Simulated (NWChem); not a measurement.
WHSO2Cl; SMILES [O]=[W]([OH])(=[S])[Cl]

```xyz
6

W      0.1824     0.0599     0.0468
O      0.8776     0.2323     1.5807
S     -1.3804     1.4985    -0.1238
Cl    -0.6991    -2.0303    -0.1344
O      1.4972     0.4070    -1.2310
H      1.4762     0.9894    -1.9996
```
Atoms are numbered in this order, from 1.

All runs: NWChem. The geometry was optimised at PBE0/def2-SVP. def2 effective core potentials on W; no spin-orbit coupling. Level B3LYP/def2-SVP: energy and gradient on several grids; changes count from the extra-fine grid, which is no exact limit either.

Problem. Which is the coarsest grid (xcoarse; medium; coarse; xfine; fine) from which on the energy stays within 100 μHa and each gradient component within 200 μHa/bohr of xfine?

Solution. medium.
```json
[
 {"grid": "xcoarse", "size of the energy change (μHa)": "3000", "largest change of a gradient component (μHa/bohr)": "9000"},
 {"grid": "coarse", "size of the energy change (μHa)": "40", "largest change of a gradient component (μHa/bohr)": "500"},
 {"grid": "medium", "size of the energy change (μHa)": "< 10", "largest change of a gradient component (μHa/bohr)": "30"},
 {"grid": "fine", "size of the energy change (μHa)": "< 10", "largest change of a gradient component (μHa/bohr)": "< 30"},
 {"grid": "xfine", "size of the energy change (μHa)": "< 10", "largest change of a gradient component (μHa/bohr)": "< 30"}
]
```
